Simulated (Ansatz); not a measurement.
`B[S][GaH][Cl]` + H₂S → `[SH][GaH][Cl]` + `BS` at 600 K and 1 bar (ligand exchange at a Ga–S bond).

Calculated with Ansatz (gas phase, PBE0-D4/def2-TZVP geometries, no zero-point term in ΔE). CCSD(T)/CBS adds triple-zeta CCSD(T) − MP2 to the extrapolated MP2 energy (def2 sets, frozen cores). This one scheme is used for every species. For Ga outer-core shells are correlated without core-valence functions, which leaves a few kJ/mol of doubt a bond. Scalar relativity is left out up to krypton. Each species was taken in one conformer, which may not be the lowest.

| species | CCSD(T)/CBS energy (Eh) | H − E (kJ/mol) | S (J/(mol·K)) |
| --- | --- | --- | --- |
| `B[S][GaH][Cl]` | -2808.18728 | 134.5 | 425.3 |
| H₂S | -398.97279 | 60.8 | 230.9 |
| `[SH][GaH][Cl]` | -2782.78263 | 87.0 | 371.4 |
| `BS` | -424.38198 | 108.7 | 286.1 |

H − E and S are ideal-gas, rigid-rotor, harmonic terms from PBE0-D4/def2-TZVP, for one conformer and one mirror image of each species. 1 Eh = 2625.50 kJ/mol, R = 8.31446 J/(mol·K).

Q: By hand: ΔE, ΔH, ΔS and ΔG.

A: ΔE = (-2782.78263) + (-424.38198) − (-2808.18728) − (-398.97279) = -0.00454 Eh = -11.9 kJ/mol. Δ(H − E) = 87.0 + 108.7 − 134.5 − 60.8 = 0.4, so ΔH = -11.5 kJ/mol. ΔS = 371.4 + 286.1 − 425.3 − 230.9 = 1.3 J/(mol·K). ΔG = -11.5 − 600 × (1.3)/1000 = -12.3 kJ/mol.

Q: By hand: the equilibrium constant, and the temperature at which ΔG would vanish if ΔH and ΔS stayed fixed.

A: log₁₀ K = −ΔG/(RT ln 10) = 1.1. ΔH and −TΔS have one sign here, so there is no such temperature. One of them is within its doubt of zero, so this could turn.

The number of gas molecules stays the same, so ΔS is small and ΔH decides. A doubt of 5 kJ/mol in ΔE shifts log₁₀ K by 0.4 here. Other conformers and mirror images would add mixing entropy, several J/(mol·K) or more a flexible species. Modes under 60 cm⁻¹, often nearly free rotors, make the harmonic entropy too high. These are equilibria of isolated gas molecules and say nothing of rates. Largest T1 diagnostic: 0.015 (customary marks: 0.02 for closed shells, 0.045 for open ones).
